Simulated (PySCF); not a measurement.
This PySCF input asks for the NMR shieldings of SMILES [SiH2]1NC[C@H](N)C1, C₃H₁₀N₂Si; the geometry comes from GFN2-xTB.

```python
import basis_set_exchange as bse
import numpy as np
from pyscf import gto, dft
from pyscf.prop import nmr

atoms = """
N    -2.057929   -0.785618   -0.116179
C    -0.828494   -0.161348    0.335677
C     0.302478   -1.192570    0.392574
N     1.528478   -0.447539    0.576766
Si    1.519670    1.133401   -0.085709
C    -0.325445    1.015485   -0.515066
H    -1.952651   -1.105747   -1.074503
H    -2.819231   -0.115579   -0.098255
H    -1.005011    0.199387    1.354593
H     0.146141   -1.888046    1.221321
H     0.310260   -1.776373   -0.539487
H     2.341288   -1.010618    0.758995
H     1.849344    2.116545    0.949102
H     2.346416    1.336157   -1.283202
H    -0.904837    1.914937   -0.315240
H    -0.458076    0.776470   -1.572796
"""
names = dict.fromkeys(["N", "C", "Si", "H"], "pcSseg-1")
basis = {el: gto.basis.parse(bse.get_basis(n, elements=[el], fmt="nwchem")) for el, n in names.items()}
mol = gto.M(atom=atoms, basis=basis, charge=0, verbose=0)
mf = dft.RKS(mol, xc="PBE0")
mf.grids.level = 2
mf.grids.alignment = dft.numint.BLKSIZE   # the property module wants whole blocks of grid points
mf.conv_tol = 1e-9
mf.kernel()

calc = nmr.RKS(mf)   # GIAO
C = mf.mo_coeff
Co = C[:, mf.mo_occ > 0]
resp = mf.gen_response(singlet=True, hermi=2)
def vind(x):   # induced exchange potential for any number of trial vectors
    d = np.einsum("pi,xij,qj->xpq", C, 2 * x.reshape(-1, C.shape[1], Co.shape[1]), Co, optimize=True)
    return np.einsum("xpq,pi,qj->xij", resp(d - d.transpose(0, 2, 1)), C, Co, optimize=True).ravel()
mo1, _ = nmr.rhf.solve_mo1(calc, with_cphf=vind)
sigma = calc.kernel(mo1)
for i, s in enumerate(sigma):   # ppm
    print("%2d %-2s %9.2f" % (i, mol.atom_pure_symbol(i), np.trace(s) / 3))
```

**Question.** What does it print?

**Answer.** 
```
 0 N     210.85
 1 C     129.91
 2 C     130.45
 3 N     248.54
 4 Si    376.39
 5 C     161.14
 6 H      31.57
 7 H      30.63
 8 H      28.45
 9 H      28.17
10 H      29.04
11 H      31.98
12 H      26.75
13 H      26.64
14 H      30.42
15 H      31.20
```

These numbers come from an equivalent density-fitted implementation of the same equations, which agrees with the script to about 0.01 ppm for H and up to a few tenths of a ppm for heavy atoms, so last digits may differ.

**Question.** Turn these shieldings into chemical shifts. Scale: 15N (σref 267.73) against NH3; 13C (σref 186.93), 29Si (σref 349.16), 1H (σref 31.72) vs TMS (reference shieldings calculated alike).

**Answer.** Averaging equivalent atoms: N 0: 56.9; N 3: 19.2; C 1: 57.0; C 2: 56.5; C 5: 25.8; Si 4: -27.2; H 13: 5.08; H 12: 4.97; H 9: 3.55; H 8: 3.27; H 10: 2.68; H 14: 1.30; H 6/7: 0.62; H 15: 0.52; H 11: -0.26 ppm. Experimental scales use liquid or dissolved standards, which lie at an offset from isolated NH3 (liquid NH3: subtract about 20 ppm).

Size and cost of the density-fitted run: 159 basis functions, 33 s wall time on 1 thread of an Arm Neoverse N1, shared host; peak memory 0.73 GiB.
